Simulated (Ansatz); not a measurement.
Molecule: CH4BO, charge 0, multiplicity 2. It need not be the lowest isomer of its formula. 
Structure (B3LYP-D3(BJ)/def2-TZVP (Ansatz, a quantum-chemistry and plane-wave program) minimum search):
```xyz
7

B      1.2306     0.0706    -0.2622
O      0.0686    -0.2969     0.3394
C     -1.1524     0.1586    -0.0189
H      2.2268    -0.4166     0.1661
H      1.2045     0.8466    -1.1714
H     -1.9842    -0.2216     0.5496
H     -1.2344     0.8625    -0.8352
```
Charge 0, spin multiplicity 2.

Parts of the frozen-core correlation energy in aug-cc-pVDZ (Ansatz, hartree). Frozen orbitals: 3; correlated occupied orbitals by spin: 9 and 8; virtual: 93 and 94. Open shells are spin-unrestricted. No spin-orbit coupling. Non-relativistic.

```json
[
 {"term": "reference (HF)", "value": "-139.73261"},
 {"term": "MP2 opposite-spin", "value": "___"},
 {"term": "MP2 same-spin", "value": "___"},
 {"term": "CCSD correlation", "value": "-0.43902"},
 {"term": "(T)", "value": "___"},
 {"term": "T1 diagnostic", "value": "0.019"},
 {"term": "largest doubles amplitude", "value": "0.021"},
 {"term": "<S^2> of the reference", "value": "0.763"}
]
```

### Question
Complete the blanks.

### Answer

- MP2 opposite-spin, value: -0.30855
- MP2 same-spin, value: -0.09559
- (T), value: -0.01301
